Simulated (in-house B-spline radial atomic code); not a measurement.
Cu. Computed with a B-spline radial atomic code. Model: non-relativistic spherical atom: semilocal Troullier-Martins pseudo-atom, one channel per l, against all electrons, high spin, G0W0 and RPA with empty states to l = 8, local potential for every l without a channel, a model core (radius 0 = none) keeps its share of the functional.

The core holds an angular momentum without a channel of its own, so the local potential lets valence electrons into it.

What the tables leave out is listed at the end.

The pseudopotential gives back the lowest level of each angular momentum of its own functional in the configuration it was made in; a second state of the same l is only approximately right. Exact exchange, RPA and GW see the smooth pseudo-orbitals and miss the exchange with the core, for which the functional's share stands in. The column with an uncorrelated core keeps all orbitals and exact exchange, and so separates missing core correlation from pseudisation. Only the three outermost levels and the lowest empty one were computed. RPA here is direct RPA, with no exchange kernel, and its energies carry an (l + 1/2)⁻⁴ tail. A hybrid on a potential with a model core restores only its own semilocal share of the core's exchange.

Command:
```bash
python run_psgw.py task.json out
```
Settings (lengths in bohr, energies in hartree):
```
Z                      29
electrons              29
configuration          [Ar] 3d10 4s1
generated_in           [Ar] 3d10 4s1
functional             pbe,pbe
core_shells            5
radius_factor          1.3
core_correction        False
ion_configuration      [Ar] 3d10
```

Run time, properties included: 60 s on 1 thread of Intel(R) Xeon(R) Platinum 8259CL CPU @ 2.50GHz (Skylake/Cascade Lake), on a shared host.

Given: made with PBE; model core radius 0 bohr; local radius 2.456 bohr; mean-field start PBE.

Valence shells of the generating configuration: 3d, 4s.

Channel: s 3.023, d 2.356 (radii in bohr).

Computed: largest level miss in the spin-unpolarised generating configuration 0 eV; valence RPA correlation energy all-electron orbitals -0.76006 hartree; all-electron RPA polarisability, core included 33.115 bohr³; pseudo-atom RPA polarisability 35.471 bohr³; ionisation by mean-field pseudo minus all -0.021 eV; ionisation by RPA all-electron 8.0608 eV; ionisation by RPA pseudo minus all 1.441 eV.

| level | occupied | mean-field all-electron (eV) | mean-field pseudo minus all (eV) | G0W0 all-electron (eV) | G0W0 uncorrelated core minus all (eV) | G0W0 pseudo minus all (eV) | exchange self-energy all-electron (eV) | exchange self-energy pseudo (eV) |
| --- | --- | --- | --- | --- | --- | --- | --- | --- |
| 4s up | 1 | -4.828 | 0.018 | -8.0409 | -0.022 | -0.479 | -10.818 | -10.565 |
| 4s down (empty) | 0 | -3.8862 | -0.04 | -1.3963 | -0.015 | -0.722 | -2.4098 | -2.2303 |

Q: What is the ionisation by mean-field all-electron?

A: 8.1439 eV.

Q: What is the valence RPA correlation energy pseudo?

A: -1.0115 hartree.

Given: mean-field start PBE0.

Computed: valence RPA correlation energy all-electron orbitals -0.70487 hartree; valence RPA correlation energy pseudo -0.9567 hartree; all-electron RPA polarisability, core included 28.821 bohr³; ionisation by mean-field pseudo minus all 0.31 eV; ionisation by RPA all-electron 7.9169 eV; ionisation by RPA pseudo minus all 1.413 eV.

| level | occupied | mean-field all-electron (eV) | mean-field pseudo minus all (eV) | G0W0 all-electron (eV) | G0W0 uncorrelated core minus all (eV) | G0W0 pseudo minus all (eV) | exchange self-energy all-electron (eV) | exchange self-energy pseudo (eV) |
| --- | --- | --- | --- | --- | --- | --- | --- | --- |
| 4s up | 1 | -5.3671 | -0.278 | -7.8448 | -0.018 | -0.639 | -10.454 | -10.644 |
| 4s down (empty) | 0 | -2.6753 | -0.274 | -1.045 | -0.014 | -0.82 | -2.0007 | -2.0158 |

Q: What is the ionisation by mean-field all-electron?

A: 7.7474 eV.

Q: What is the pseudo-atom RPA polarisability?

A: 28.878 bohr³.

Given: mean-field start Hartree-Fock.

Computed: valence RPA correlation energy all-electron orbitals -0.5913 hartree; valence RPA correlation energy pseudo -0.84288 hartree; pseudo-atom RPA polarisability 20.807 bohr³; ionisation by mean-field all-electron 6.422 eV; ionisation by RPA all-electron 7.4769 eV; ionisation by RPA pseudo minus all 1.479 eV.

```
  level  occupied  mean-field all-electron (eV)  mean-field pseudo minus all (eV)  G0W0 all-electron (eV)  G0W0 uncorrelated core minus all (eV)  G0W0 pseudo minus all (eV)  exchange self-energy all-electron (eV)  exchange self-energy pseudo (eV)
  4s up         1                       -6.5206                             -1.14                 -7.3843                                 -0.011                      -1.606                                 -9.1085                           -10.543
3d down         1                       -13.424                             3.745                 -11.159                                 -0.095                       1.459                                 -47.128                           -25.881
  3d up         1                       -13.308                             3.409                 -11.165                                  -0.09                       1.239                                 -46.482                           -25.878
```

Q: What is the ionisation by mean-field pseudo minus all?

A: 0.989 eV.

Q: What is the all-electron RPA polarisability, core included?

A: 25.07 bohr³.

Among the listed levels the largest G0W0 shift of the pseudo-atom is -1.61 eV, for 4s up on the Hartree-Fock start, while leaving the core uncorrelated moves that level by -0.01 eV. So pseudisation and the lost core exchange, not the missing core correlation, make the error. Not in the tables (levels of low weight, unsolved or above zero; the highest and the empty levels are kept at any weight): on PBE the G0W0 levels 3d down (pseudo minus all +2.84 eV, weights 0.39 and 0.02), 3d up (pseudo minus all +2.73 eV, weights 0.40 and 0.01); on PBE0 the G0W0 levels 3d down (pseudo minus all +2.77 eV, weights 0.74 and 0.70), 3d up (pseudo minus all +2.68 eV, weights 0.73 and 0.51).
